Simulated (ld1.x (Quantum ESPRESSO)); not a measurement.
**What one change does to a pseudopotential (Nb (Z = 41), TM)**

```
Element                 : niobium (Nb)
Generator               : ld1.x (Quantum ESPRESSO) 7.5
Type                    : norm-conserving Troullier–Martins (Kleinman–Bylander form)
Functional              : BLYP
Relativity              : scalar-relativistic
Frozen core             : [Kr]
Valence charge          : 5
Reference configuration : 4d4 5s0.5 5p0 (charge +0.5)
Partial waves           : 5s (bound): rc 2.15 bohr; 5p (bound, empty): rc 2.65 bohr; 4d (bound): rc 2.15 bohr; 4f channel at 0.2 Ry: rc 2.10 bohr
Local potential         : all-electron potential smoothed inside 2.60 bohr (lloc = -1)
Core correction         : Bessel-smoothed model core inside 1.00 bohr
```

Change: local potential the d channel.

Cutoffs: the cutoffs (Ry, on a coarse ladder) from which the occupation-weighted sum of valence levels, in a spherical-Bessel basis at the reference potential, stays within 10 and 1 mRy of its value at 400 Ry; they do not see the model core or the augmentation charge, which bear on the density cutoff. Errors are all-electron minus pseudo energies relative to the spin-unpolarised reference configuration.

Q: Predict the effect on cutoff, ghosts and configuration errors.

A: The potential gets neither clearly harder nor softer (35 Ry and 40 Ry → 35 Ry and 40 Ry); the bound ghosts move from s to p, s; of the 7 tests that both files solve, the error grows in 2 and shrinks in 0 by more than 15 % and 0.3 meV (median size 19.4 → 55.5 meV); the range in which the s phases agree widens (upper end -0.4 → 2.5). In the separable form a ghost depends on how the local part lies against the semilocal potential of the channel, so the choice of the local part can create or remove one.

```tsv
quantity	base	changed
cutoff, loose	35 Ry	35 Ry
cutoff, tight	40 Ry	40 Ry
loose cutoff by channel (10 mRy a level)	s 12 Ry, d 30 Ry	s 15 Ry, d 30 Ry
bound ghosts	s	s, p
error for 4d4 5s1 5p0, meV [ΔE -2.63 eV]	+0.3	-0.5
error for 4d4 5s0 5p0, meV [ΔE 4.04 eV]	-2.0	-2.0
error for 4d3 5s0 5p0, meV [ΔE 18.03 eV]	-87	-78
error for 4d5 5s0 5p0, meV [ΔE -1.29 eV]	-19	-17
error for 4d3 5s2 5p0, meV [ΔE -3.21 eV]	+16	-55
error for 4d3 5s1 5p1, meV [ΔE 0.10 eV]	+32	-77
error for 4d1 5s0 5p0, meV [ΔE 79.48 eV]	-1600	-1551
s: phases at 2.91 bohr within 0.05 rad from the reference energy up to (Ry; the scan ends near 5)	-0.4	2.5
p: phases at 2.91 bohr within 0.05 rad from the reference energy up to (Ry; the scan ends near 5)	0.1	0.3
d: phases at 2.91 bohr within 0.05 rad from the reference energy up to (Ry; the scan ends near 5)	1.4	1.8
f: phases at 2.91 bohr within 0.05 rad from the reference energy up to (Ry; the scan ends near 5)	3.4	3.6
```

Base: These tests converged, but a pseudo level misses the all-electron one widely, so the file describes the atom poorly there or has found another state: 4d3 5s0 5p0: empty 5s by 2.0 eV (a node warning on the way); 4d1 5s0 5p0: empty 5p by 5.9 eV (a node warning on the way). A true bound ghost makes a file unfit for plane-wave use even where its test errors are small: the radial tests pick states by their node count and pass the ghost by.
